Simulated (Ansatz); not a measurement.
Geometry optimisation, Ansatz 0.2.0, RKS PBE/def2-SVP.

input.yaml

```yaml
crystal:
  periodic: [false, false, false]
  atoms:
    - { symbol: Ga, position_ang: [0.019791, -0.458423, -0.445947] }
    - { symbol: Cl, position_ang: [0.007479, 0.116792, 2.938672] }
    - { symbol: H, position_ang: [1.443127, 0.14161, -0.702543] }
    - { symbol: H, position_ang: [-1.430331, 0.06949, -0.70953] }
    - { symbol: Br, position_ang: [0.078807, -2.729074, 0.337875] }
    - { symbol: H, position_ang: [0.059327, -1.182095, 2.608273] }
basis:
  gaussian: { orbitals: def2-SVP }
hamiltonian:
  xc: pbe
relax:
  f_tol: 0.03
  max_steps: 50
```

Command:

```bash
$ ansatz run input.yaml --threads 2 --pin off --max-ram 3072MiB --backend cpu --events-out ev --progress --plain --runs-dir out
```

Q: Where does it end, and by what steps?

A: The forces met the threshold. After 7 steps the energy has fallen by 0.164 eV; Cl2 moved furthest, 0.46 Å.

| step | energy less start (eV) | largest force component (eV/Å) | accepted |
| --- | --- | --- | --- |
| 0 | 0.0000 | 0.858 | yes |
| 1 | -0.0866 | 0.381 | yes |
| 2 | -0.1406 | 0.455 | yes |
| 3 | -0.1434 | 0.254 | yes |
| 4 | -0.1509 | 0.322 | yes |
| 5 | -0.1616 | 0.117 | yes |
| 6 | -0.1616 | 0.156 | yes |
| 7 | -0.1638 | 0.004 | yes |

```xyz
6
Properties=species:S:1:pos:R:3
Ga 0.021 -0.405 -0.169
Cl 0.012 0.088 2.484
H 1.442 0.146 -0.535
H -1.427 0.071 -0.531
Br 0.083 -2.706 0.517
H 0.047 -1.235 2.261
```

Whether the end is a true minimum wasn't checked by a vibrational analysis.

Run time: 12 s on 2 threads of Intel(R) Xeon(R) Platinum 8488C (Sapphire Rapids), on a shared host, peak memory 0.15 GiB.
